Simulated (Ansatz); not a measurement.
Z-matrix (Å, degrees):
```
Si
F 1 1.590
Cl 1 2.038 2 106.1
O 1 1.623 2 110.1 3 -119.9
C 1 1.847 2 109.1 3 121.5
H 4 0.958 1 119.6 2 77.7
S 5 1.813 1 112.7 2 176.7
H 5 1.093 1 108.8 2 -66.0
H 5 1.093 1 110.6 2 51.6
H 7 1.343 5 96.8 1 -50.2
```

Charge 0, multiplicity 1.

(1) List the PBE0/def2-TZVPP orbital energies in eV (Ansatz). (An estimate is asked.)

Results:

(1) Computed: Occupied: -2767.60, -2422.63, -1804.81, -674.11, -523.46, -279.27, -259.46, -217.94, -197.73, -197.61, -197.60, -161.80, -161.71, -161.55, -146.88, -101.59, -101.57, -101.50, -33.56, -29.00, -23.44, -22.21, -18.47, -16.45, -14.77, -13.39, -13.17, -12.74, -12.45, -11.62, -11.44, -10.78, -10.51, -9.71, -9.51, -9.33, -7.02. Lowest empty: 0.11, 0.63, 1.27, 1.41, 1.95, 2.31, 2.57, 2.86.
